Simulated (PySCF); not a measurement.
# Bond lengths and vibrations by method: AlBFO

All numbers below are calculated, not measured. The program is PySCF 2.14.0, an open-source quantum chemistry code, run on an isolated molecule that a program drew, which may never have been made. The molecule is AlBFO (charge 0, doublet), drawn as the SMILES string `O=[B][Al][F]`.

The geometry was optimised and harmonic frequencies were computed with HF and MP2, all in the cc-pV(D+d)Z basis, for the commonest isotopes, with a restricted reference for singlets and an unrestricted one otherwise, and a frozen core in MP2. Each result is a local minimum of its method.

Geometry at the HF minimum:
```xyz
4
AlBFO, angstrom
O    -0.6516   -0.9960   -1.0304
B    -1.3836   -0.3714   -0.3349
Al   -2.6121    0.8485    0.9358
F    -4.1196    0.2336    1.2241
```

Lengths of the bonds as drawn, in Å (atoms numbered as above):
| bond | HF | MP2 |
|---|---|---|
| O1-B2 | 1.187 | 1.223 |
| B2-Al3 | 2.148 | 2.133 |
| Al3-F4 | 1.653 | 1.675 |

Rotational constants, in GHz:
| constant | HF | MP2 |
|---|---|---|
| A | 26.68 | 26.97 |
| B | 2.59 | 2.534 |
| C | 2.361 | 2.317 |

Harmonic frequencies in cm^-1, each column in rising order, so a row needn't be the same motion in every method:
| rank | HF | MP2 |
|---|---|---|
| 1 | 142 | 131 |
| 2 | 278 | 247 |
| 3 | 352 | 324 |
| 4 | 465 | 456 |
| 5 | 850 | ? |
| 6 | 2117 | 1892 |

**Estimate the missing MP2 frequency from the HF column.**

A single factor s that minimises the squared misfit of MP2 against s times HF over the other rows is sum(HF x MP2) / sum(HF^2) = 0.8982, with an rms misfit of 18 cm^-1. For rank 5 it gives 0.8982 x 850 = 763 cm^-1. The calculation gives 822 cm^-1, 59 cm^-1 above the estimate. The drawn bonds are on average 1.2 % longer in MP2 than in HF.
